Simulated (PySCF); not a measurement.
1-butanol (C4H10O), SMILES CCCCO. The structure is a stationary point at PBE0-D3(BJ)/def2-SVP. The values are those of a single conformer.

Computed equilibrium geometry at PBE0-D3(BJ)/def2-SVP (PySCF confirms it by a frequency run) as Cartesian coordinates in Å, and its point group (one conformer of several):
point group Cs.
```xyz
15

C     -0.2908    -2.5043     0.0000
C      0.5234    -1.2204     0.0000
C     -0.3366     0.0342     0.0000
C      0.4663     1.3165     0.0000
O     -0.4223     2.4024     0.0000
H     -0.9413    -2.5636     0.8873
H      0.3549    -3.3955     0.0000
H     -0.9413    -2.5636    -0.8873
H      1.1906    -1.2068    -0.8803
H      1.1906    -1.2068     0.8803
H     -1.0005     0.0419    -0.8817
H     -1.0005     0.0419     0.8817
H      1.1308     1.3308    -0.8895
H      1.1308     1.3308     0.8895
H      0.0908     3.2152     0.0000
```
